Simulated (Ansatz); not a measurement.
Cost and result up the ladder for the cluster SiO₄H₄ (the lowest singlet isomer of a short search) (9 atoms). Total charge 0; singlet. Geometry: r2SCAN-D4/def2-SVP.

```
atom   x (Å)   y (Å)   z (Å)
 Si1   0.194   0.530   0.352
  O2  -0.580   2.039   0.321
  O3   0.792  -1.111  -0.773
  O4  -0.857  -0.587   1.017
  O5  -0.141   1.368  -1.050
  H6   1.505   0.572   1.012
  H7  -1.656  -0.165   1.361
  H8   0.647  -0.899  -1.710
  H9   0.096  -1.748  -0.530
```

Ansatz on 4 threads of INTEL XEON PLATINUM 8581C on a shared host. Times are rough, and most runs start from the orbitals of an earlier one. No level here is sound enough to serve as a yardstick. Binding counts from free atoms at the same level (Si triplet, O triplet, H doublet; other spins of the atoms weren't run), without zero-point energy or a counterpoise term.

B3LYP takes the VWN-RPA correlation. Correlated methods freeze 9 core orbitals. The structure comes from a short search, and lower isomers may exist.

Run but left out: HF/def2-TZVP (restricted singlet, unstable towards broken spin symmetry); HF/6-31G, BHLYP-D4/def2-TZVP, PBE-QIDH/def2-TZVP (restricted singlet, unstable in another Hartree–Fock run and untested here).

Correlated methods converge slowly with the basis.

```
                           level  functions  wall time  binding energy per atom (eV)                        remarks
                 PBE-D4/def2-SVP         94     0.45 s                          3.70  restricted SCF unstable in HF
                  B3LYP-D4/6-31G         57      0.5 s                          3.05  restricted SCF unstable in HF
                PBE0-D4/def2-SVP         94     0.55 s                          3.52  restricted SCF unstable in HF
                PBE-D4/def2-TZVP        185      0.8 s                          3.75                              –
               PBE0-D4/def2-TZVP        185      1.2 s                          3.57  restricted SCF unstable in HF
               PBE-D4/def2-TZVPD        239      1.4 s                          3.75  restricted SCF unstable in HF
             r2SCAN-D4/def2-TZVP        185      1.4 s                          3.66  restricted SCF unstable in HF
B3LYP-D4/def2-TZVP (with forces)        185      1.5 s                          3.61  restricted SCF unstable in HF
                   MP2/def2-TZVP        185      1.6 s                          3.63        restricted SCF unstable
            r2SCAN0-D4/def2-TZVP        185      1.8 s                          3.50  restricted SCF unstable in HF
              PBE0-D4/def2-TZVPD        239      1.9 s                          3.58  restricted SCF unstable in HF
            r2SCAN-D4/def2-TZVPD        239        2 s                          3.66  restricted SCF unstable in HF
               ωB97M-V/def2-TZVP        185        3 s                          3.65  restricted SCF unstable in HF
              CCSD(T)/def2-TZVPP        222    1.7 min                          3.55        restricted SCF unstable
```
